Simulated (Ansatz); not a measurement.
Abridged output of a molecular run in Ansatz:

```
Functional definition: HF
1674 factors; integrals over basis functions are off by at most 1.5e-3 eV
mean field evaluation 1: about -28091.7375 eV, gradient 4.8e1 eV
mean field evaluation 2: about -28091.9272 eV, gradient 4.8e1 eV
mean field evaluation 4: about -28097.0105 eV, gradient 3.9e0 eV
mean field evaluation 8: about -28097.0798 eV, gradient 2.1e-1 eV
mean field -28097.08006298 eV, -1032.5486474295 hartree, gradient 2.1e-6 eV, S^2 0.000000; 0 other end points of the search recorded, 0 dependent functions left out
13 core orbitals not correlated: weight in the atoms' cores, before any rotation towards them, 1.000 or more for the frozen orbitals, at most 0.000 for the correlated occupied ones
reference -28097.08006298 eV, -1032.5486474295 hartree; 31, 31 occupied and 118, 118 virtual orbitals, 1674 factors
second order -30.61195779 eV of doubles, -0.00000000 eV of singles
cycle   1  -30.85809248 eV  change   -2.5e-1 eV  update   1.7e-1
cycle   2  -31.63954951 eV  change   -7.8e-1 eV  update   6.3e-2
cycle   3  -31.89865671 eV  change   -2.6e-1 eV  update   3.1e-2
cycle   4  -31.89539966 eV  change    3.3e-3 eV  update   7.9e-3
cycle   5  -31.88688790 eV  change    8.5e-3 eV  update   2.9e-3
cycle   6  -31.88735707 eV  change   -4.7e-4 eV  update   9.1e-4
cycle   7  -31.88704440 eV  change    3.1e-4 eV  update   3.5e-4
cycle   8  -31.88694255 eV  change    1.0e-4 eV  update   9.8e-5
cycle   9  -31.88698780 eV  change   -4.5e-5 eV  update   3.7e-5
perturbative correction -0.93953841 eV, -0.0345273997 hartree
Total energy: -28129.90658918 eV, -1033.7550000169 hartree
```

Its atoms:

```xyz
13

C     0.2053    0.2173   -2.6844
O    -0.4761    0.0442   -1.4827
Hf   -1.2493   -0.1714    0.2260
Cl   -2.8247    1.5516    0.5731
I    -2.3920   -2.6586    0.3577
O     0.0865   -0.0536    1.5547
C     1.1554    0.0496    2.4409
H     1.2660    0.4111   -2.4996
H     0.1141   -0.6833   -3.2983
H    -0.2161    1.0623   -3.2361
H     1.1841   -0.8268    3.0945
H     2.1015    0.1124    1.8951
H     1.0451    0.9451    3.0591
```

**Question.** Which basis set was used?
A. def2-TZVPP
B. cc-pV(T+d)Z
C. def2-QZVPP
D. def2-SVP

**Answer.** D. It gives 162 functions.

**Question.** Write the keys of the input that set method, charge and spin (a neutral closed shell needs none for the last two).

**Answer.** 
```yaml
correlation: {method: ccsd_t}
```
